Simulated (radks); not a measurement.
Values are calculated unless marked as measured or tabulated.
The mean radii <r> (bohr) of the occupied orbitals of an atom or ion are listed with their occupations. Level of theory: non-relativistic Kohn-Sham, PBE, spin-polarised, spherical densities, point nucleus (a radial shooting solver on a logarithmic mesh with Libxc functionals).

orbital  occ.      <r>
1s up       1  0.01846
1s down     1  0.01846
2s up       1  0.07762
2s down     1  0.07762
2p up       3  0.06555
2p down     3  0.06555
3s up       1   0.1952
3s down     1   0.1952
3p up       3   0.1858
3p down     3   0.1858
3d up       5   0.1619
3d down     5   0.1619
4s up       1   0.4266
4s down     1   0.4266
4p up       3   0.4293
4p down     3   0.4293
4d up       5   0.4336
4d down     5   0.4335
4f up       7   0.4438
4f down     7   0.4435
5s up       1   0.9437
5s down     1   0.9431
5p up       3    1.008
5p down     3    1.008
5d up       5    1.212
5d down     4    1.214

Name the element and its charge. Open shells, if any, are filled with parallel spins first.

Answer. Z = 82, lead, charge +5: Pb5+ in [Xe] 4f14 5d9. The 1s radius gives Z: for a bare nucleus <r> = 1.5/Z, 0.01829 bohr for Z = 82, and screening makes it slightly larger (0.01846 here). The occupations add up to 77, and the charge is Z minus that.
